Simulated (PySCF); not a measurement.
prop-2-enylboronamidic acid (C3H8BNO), SMILES C=CCB(N)O.

The structure is a stationary point at PBE-D3(BJ)/def2-SVP. One conformer was computed; it need not be the lowest.

Calculation: PySCF with PBE-D3(BJ)/def2-SVP.

Harmonic, unscaled wavenumbers; measured fundamentals usually lie a few per cent lower.

Computed vibrational spectrum:
```tsv
mode	ν (cm⁻¹)	IR (km/mol)	Raman (Å⁴/amu)	depolarisation	moving atoms (share of kinetic energy)
1	63	0.1	0.6	0.75	C 34 %, H 27 %, O 26 %, N 13 %
2	85	1.0	6.7	0.73	C 52 %, H 30 %, N 14 %
3	209	1.5	5.7	0.75	H 42 %, C 30 %, N 22 %
4	336	8.1	2.1	0.61	O 35 %, C 28 %, H 18 %, B 10 %, N 9 %
5	385	19.5	2.0	0.75	H 58 %, C 19 %, B 8 %
6	403	61.4	0.5	0.74	H 78 %, N 14 %
7	412	11.8	2.4	0.39	H 50 %, C 24 %, O 13 %, N 8 %
8	461	86.4	2.1	0.75	H 76 %, B 14 %
9	511	63.1	0.6	0.75	H 58 %, B 23 %
10	607	24.1	1.8	0.73	H 77 %, B 11 %, O 9 %
11	630	11.5	8.6	0.29	H 51 %, C 28 %, B 8 %
12	781	3.2	6.1	0.12	C 37 %, H 35 %, N 17 %
13	810	4.4	0.6	0.62	H 51 %, C 29 %, B 16 %
14	861	29.3	3.6	0.60	H 69 %, N 18 %
15	873	31.0	0.7	0.75	H 71 %, C 28 %
16	930	0.8	1.6	0.36	H 53 %, C 42 %
17	981	118.0	5.7	0.74	H 64 %, O 22 %, N 9 %
18	994	13.0	1.4	0.74	H 90 %, C 10 %
19	1029	10.4	2.6	0.33	H 69 %, C 27 %
20	1140	1.4	6.8	0.49	H 65 %, C 27 %
21	1177	4.6	11.8	0.67	H 61 %, C 37 %
22	1269	0.1	18.3	0.43	H 80 %, C 19 %
23	1306	136.8	11.4	0.48	B 56 %, H 24 %, C 12 %
24	1360	4.5	14.6	0.71	H 88 %, C 10 %
25	1392	5.5	9.7	0.45	H 81 %, C 18 %
26	1400	210.7	2.4	0.43	B 57 %, H 29 %, O 11 %
27	1541	203.9	5.4	0.70	H 61 %, N 22 %, B 16 %
28	1661	25.0	28.1	0.11	C 88 %, H 12 %
29	2966	12.3	118.5	0.07	H 94 %
30	3024	5.6	98.2	0.71	H 91 %, C 9 %
31	3055	21.3	23.5	0.73	H 93 %
32	3064	3.2	178.4	0.14	H 93 %
33	3160	13.3	85.8	0.63	H 89 %, C 11 %
34	3502	24.1	152.8	0.15	H 96 %
35	3610	28.2	61.4	0.61	H 91 %, N 9 %
36	3741	18.8	215.8	0.30	H 94 %
```
